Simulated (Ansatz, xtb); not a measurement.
Diatomic N₂-, multiplicity 2 (lowest of 2S+1 = 2, 4 at CCSD(T)/def2-TZVPP on PBE0 minima; our sources give no spin for the ground state, which may be another).

The constants come from a fifth-degree fit in 1/R (seven points, main isotopes). In def2 and cc sets the state is the lowest found near the PBE0 minimum, followed along R.

Correlated levels freeze the cores. CBS: X⁻³ extrapolation of the correlation energy, Hartree–Fock from the larger set.

Programs: Ansatz (an electronic-structure program); xtb for the GFN methods. Each number belongs to the level named beside it. The GFN methods have no spin term and hold the electronic entropy of 300 K.

```json
[
 {"level": "GFN1-xTB", "r_e (Å)": "1.212", "ω_e (cm⁻¹)": "1811", "ω_e x_e (cm⁻¹)": "13"},
 {"level": "GFN2-xTB", "r_e (Å)": "1.211", "ω_e (cm⁻¹)": "1926", "ω_e x_e (cm⁻¹)": "12"},
 {"level": "SVWN5/def2-TZVPP", "r_e (Å)": "1.187", "ω_e (cm⁻¹)": "…", "ω_e x_e (cm⁻¹)": "12"},
 {"level": "B3LYP/def2-TZVPP", "r_e (Å)": "1.186", "ω_e (cm⁻¹)": "1890", "ω_e x_e (cm⁻¹)": "11"},
 {"level": "PBE0/def2-TZVPP", "r_e (Å)": "1.182", "ω_e (cm⁻¹)": "1933", "ω_e x_e (cm⁻¹)": "11"},
 {"level": "wB97X-V/def2-TZVPP", "r_e (Å)": "1.184", "ω_e (cm⁻¹)": "1949", "ω_e x_e (cm⁻¹)": "10"},
 {"level": "B2PLYP/def2-TZVPP", "r_e (Å)": "1.194", "ω_e (cm⁻¹)": "1821", "ω_e x_e (cm⁻¹)": "14"},
 {"level": "CCSD(T)/CBS(def2-TZVPP, def2-QZVPP)", "r_e (Å)": "…", "ω_e (cm⁻¹)": "…", "ω_e x_e (cm⁻¹)": "12"}
]
```

Problem. Fill in the missing entries.

Solution. 
- CCSD(T)/CBS(def2-TZVPP, def2-QZVPP), r_e (Å): 1.191
- CCSD(T)/CBS(def2-TZVPP, def2-QZVPP), ω_e (cm⁻¹): 1834
- SVWN5/def2-TZVPP, ω_e (cm⁻¹): 1874
